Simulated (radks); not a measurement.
Values are calculated unless marked as measured or tabulated.
Excited configurations of neutral mercury: one electron is placed in a higher orbital outside [Xe] 4f14 5d10 6s1. The ground configuration is [Hg]. Level of theory: scalar-relativistic Kohn-Sham, LDA (Slater exchange, Perdew-Wang correlation), spin-polarised, spherical densities, finite nucleus; open shells are filled with parallel spins first (spin-orbit coupling, left out, can overturn this in heavy ions); Fermi nuclear charge, rms radius 5.4648 fm (a radial shooting solver on a logarithmic mesh with Libxc functionals). Excitation = E - E(ground); binding = E(ion) - E, where the ion is the core of charge +1; n* = 1/sqrt(2 binding) in atomic units, and the quantum defect is n - n*.

outer orbital  excitation (eV)  binding (eV)     n*  quantum defect  eigenvalue (eV)  <r> (bohr)
5f                       9.925         0.936  3.813           1.187           -0.465       17.06
6p                       5.674         5.187  1.620           4.380           -2.582       3.944
6d                       9.181         1.680  2.845           3.155           -0.781       9.588
6f                      10.222         0.639  4.613           1.387           -0.381       29.20
7s                       7.997         2.864  2.179           4.821           -1.729       7.622
7p                       8.918         1.943  2.646           4.354           -1.141       10.41
7d                       9.829         1.032  3.631           3.369           -0.596       18.61
7f                      10.401         0.460  5.437           1.563           -0.295       43.96

The Delta-SCF ionisation energy is 10.861 eV (NIST Atomic Spectra Database: 10.438 eV, measured). Self-interaction in the functional shifts the binding energies and quantum defects, so they are the method's values and not measured ones.
